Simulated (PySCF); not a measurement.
A species of formula CH12O2Si5 has this rotational fingerprint, computed with PBE0/pcSseg-1 in PySCF (dipole) on a GFN2-xTB geometry, gas phase:

| Item | Value |
| --- | --- |
| Rotational constants | A = 991.2, B = 614.3, C = 583.7 MHz |
| Dipole components | \|μa\| = 0.10 D, \|μb\| = 0.91 D, \|μc\| = 0.59 D |
| Inertial defect | -466.78 u·Å² |
| κ | -0.85 |

Task: Which structure is it? (One computed conformer of each.)
A. `[SiH3:1][Si:2]1([SiH3:3])[O:4][SiH2:5][O:6][CH2:7][SiH2:8]1` with Si1–Si2–O4–Si5 130°, Si2–O4–Si5–O6 -4°, O4–Si5–O6–C7 -43°, Si5–O6–C7–Si8 67°
B. `[CH3:1][Si@:2]1([O:3][SiH3:4])[SiH2:5][O:6][SiH2:7][SiH2:8]1` with C1–Si2–O3–Si4 -172°
C. `[CH3:1][O:2][Si@@H:3]1[SiH2:4][SiH2:5][SiH2:6][Si@H:7]1[OH:8]` with C1–O2–Si3–Si4 -63°, Si6–Si7–O8–H -66°, O2–Si3–Si4–Si5 -78°, Si3–Si4–Si5–Si6 -13°, Si4–Si5–Si6–Si7 -4°, Si5–Si6–Si7–O8 -83°
D. `[O:1]=[CH:2][Si@H:3]([SiH3:4])[SiH2:5][SiH2:6][O:7][SiH3:8]` with O1–C2–Si3–Si4 97°, C2–Si3–Si5–Si6 35°, Si3–Si5–Si6–O7 156°, Si5–Si6–O7–Si8 -60°
E. `[CH3:1][O:2][Si@H:3]1[SiH2:4][Si@@H:5]([O:6][SiH3:7])[SiH2:8]1` with C1–O2–Si3–Si4 -53°, Si4–Si5–O6–Si7 40°, O2–Si3–Si4–Si5 109°, Si3–Si4–Si5–O6 -104°, Si4–Si5–Si8–Si3 -6°, O2–Si3–Si8–Si5 -110°

Result: A. It is [SiH3][Si]1([SiH3])O[SiH2]OC[SiH2]1, an asymmetric top, point group C1. The candidates at the same level (rigid rotor, commonest isotopes):

| SMILES | A (MHz) | B (MHz) | C (MHz) | μa (D) | μb (D) | μc (D) | Δ (u·Å²) | point group | rotor |
| --- | --- | --- | --- | --- | --- | --- | --- | --- | --- |
| O=C[Si@H]([SiH3])[SiH2][SiH2]O[SiH3] | 1365 | 395.1 | 362.6 | 2.28 | 0.77 | 0.90 | -255.53 | C1 | near-prolate asymmetric top |
| CO[Si@H]1[SiH2][Si@@H](O[SiH3])[SiH2]1 | 1025 | 634.6 | 557.1 | 0.58 | 0.38 | 0.02 | -382.06 | – | asymmetric top |
| CO[Si@@H]1[SiH2][SiH2][SiH2][Si@H]1O | 918.8 | 740.4 | 554.4 | 0.25 | 0.64 | 0.12 | -321.10 | C1 | asymmetric top |
| C[Si@]1(O[SiH3])[SiH2]O[SiH2][SiH2]1 | 1097 | 566.6 | 554.8 | 1.34 | 0.40 | 0.90 | -441.46 | C1 | near-prolate asymmetric top |
| [SiH3][Si]1([SiH3])O[SiH2]OC[SiH2]1 | 991.2 | 614.3 | 583.7 | 0.10 | 0.91 | 0.59 | -466.78 | C1 | asymmetric top |

`C[Si@]1(O[SiH3])[SiH2]O[SiH2][SiH2]1` has A 11 % too high; `CO[Si@@H]1[SiH2][SiH2][SiH2][Si@H]1O` has B 21 % too high; `O=C[Si@H]([SiH3])[SiH2][SiH2]O[SiH3]` has C 38 % too low; `CO[Si@H]1[SiH2][Si@@H](O[SiH3])[SiH2]1` has C 5 % too low. No structure here is proved a minimum.
